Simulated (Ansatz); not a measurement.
Job for Ansatz (a program for electronic structure): R-MP2/cc-pV(T+d)Z on AlH3 (SMILES [AlH3]). Files ending in .json are basis or fitting sets from the Basis Set Exchange.

Ansatz 0.2 input:
```yaml
crystal:
  periodic: [false, false, false]
  atoms:
    - {symbol: Al, position_ang: [0.00000000, 0.00000000, -0.00000000]}
    - {symbol: H, position_ang: [1.57334852, -0.14615090, -0.00157625]}
    - {symbol: H, position_ang: [-0.91324451, -1.28948502, 0.00099481]}
    - {symbol: H, position_ang: [-0.66010401, 1.43563592, 0.00058143]}
basis:
  gaussian:
    orbitals: cc-pV_T+d_Z.json
magnetization: {spin_polarized: false}
correlation: {method: mp2, electrons: outside_noble_gas}
accuracy: high
relax: {f_tol: 0.0005, max_steps: 60}
scf: {lower_state_search: off}
output: {forces: true}
```

Predict the final total energy.

-243.7398 hartree.

How many basis functions does it have, and what does it roughly cost on one machine?

81 functions; very roughly 6 core-seconds.
